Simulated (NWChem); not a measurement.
## An input for SnNH5 (SMILES [H][Sn]([H])([H])[NH2])

SnNH5: 7 atoms, total charge 0, spin state singlet. As SMILES, `[H][Sn]([H])([H])[NH2]`. The shape comes from GFN2-xTB, which is rough for such elements, and wasn't checked as a minimum.

```csv
atom,x (Å),y (Å),z (Å)
Sn,-0.0029,0.0016,-0.7636
N,0.1119,0.2249,1.2187
H,0.6914,-0.4436,1.7066
H,-0.7673,0.2709,1.7129
H,1.5636,-0.0078,-1.2823
H,-0.8132,1.3360,-1.2961
H,-0.7835,-1.3819,-1.2961
```

Settings wanted:

| Setting | Value |
| --- | --- |
| task | gradient |
| method | DFT |
| functional | BP86 |
| basis set | def2-SVP |
| core potential | def2-SVP |
| reference | RKS |
| relativity | none |
| integration grid | xfine |
| SCF convergence threshold | 1e-08 |
| iteration cap | 100 |
| symmetry | none |
| module | dft |

Question: Write the NWChem 7.3.0 input and the command.

Answer: This one ran through:

struct.xyz:
```
7
H5NSn gradient
Sn    -0.002930     0.001590    -0.763630
N      0.111900     0.224860     1.218650
H      0.691400    -0.443590     1.706560
H     -0.767260     0.270880     1.712930
H      1.563610    -0.007840    -1.282300
H     -0.813190     1.336030    -1.296130
H     -0.783530    -1.381930    -1.296080
```

struct.nw:
```
start struct
title "H5NSn gradient"
memory stack 880 mb heap 220 mb global 1100 mb

geometry noautosym nocenter noautoz
  load format xyz struct.xyz
end

basis spherical bse
  * library def2-SVP
end

ecp bse
  Sn library def2-SVP
end

dft
  xc becke88 perdew86
  grid xfine
  convergence energy 1e-08
  iterations 100
  mulliken
end

task dft gradient
```

```bash
$ nwchem struct.nw > struct.out
```

Calculated total energy: -272.09170 Eh, largest force 1.160 eV/Å.
